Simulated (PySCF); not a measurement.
M06-L on F⁻ (fluorine, charge -1), [Ne], closed-shell 1S. Calculation: PySCF 2.14, in aug-cc-pwCVDZ; no relativity, point nucleus.

```
cycle= 1 E= -99.8419963819615  delta_E= -0.00212  |g|= 0.0167  |ddm|= 0.122
cycle= 2 E= -99.8418250078797  delta_E= 0.000171  |g|= 0.0284  |ddm|= 0.0396
cycle= 3 E= -99.8420651052907  delta_E= -0.00024  |g|= 0.00253  |ddm|= 0.0256
cycle= 4 E= -99.8420666911565  delta_E= -1.59e-06  |g|= 0.000501  |ddm|= 0.00205
cycle= 5 E= -99.8420667618285  delta_E= -7.07e-08  |g|= 1.03e-05  |ddm|= 0.000485
cycle= 6 E= -99.8420667618585  delta_E= -3e-11  |g|= 2.3e-08  |ddm|= 9.6e-06
converged SCF energy = -99.8420667618585  <S^2> = -1.1546319e-14  2S+1 = 1
```

Highest occupied orbital energy: 1.891 eV; ⟨L²⟩ = 0.00; populations by l: s 4.00, p 6.00, d 0.00.

(1) Can this result be used?

Answers

(1) With care. Self-consistency was reached. At M06-L the highest occupied level has a positive energy, so only the finite basis holds that electron; in a semilocal or global hybrid functional this comes from self-interaction and does not mean that the real anion is unbound.
